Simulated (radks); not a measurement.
Valence configurations of Cr I (all share [Ar]). Calculated with a radial shooting solver on a logarithmic mesh with Libxc functionals: scalar-relativistic Kohn-Sham, PBEsol, spin-polarised, spherical densities, finite nucleus; open shells are filled with parallel spins first; Fermi nuclear charge, rms radius 3.6452 fm. Energies are relative to 3d5 4s1; eigenvalues in eV for spin up.

valence,E (eV),moment (Bohr magnetons),e(3d),e(4p),e(4s)
3d5 4s1,0.000,6,-3.738,-,-4.494
3d4 4s2,2.034,4,-7.143,-,-5.284
3d5 4p1,3.383,6,-5.094,-1.946,-
3d4 4s1 4p1,4.144,6,-8.383,-2.467,-6.422
3d6,4.469,4,-3.111,-,-
3d4 4s0.5 4p1.5,6.135,6,-9.021,-2.779,-6.787
3d3 4p3,16.837,6,-15.099,-4.164,-
3d2 4s2 4p2,22.268,4,-19.333,-4.182,-9.260

NIST lists [Ar] 3d5 4s1 as the ground configuration; this level of theory agrees among the configurations tried. The energies are those of spherical high-spin densities, not of single terms. No valid solution was reached for [Ar] 3d3 4s1 4p2; [Ar] 3d5.5 4s0.5.
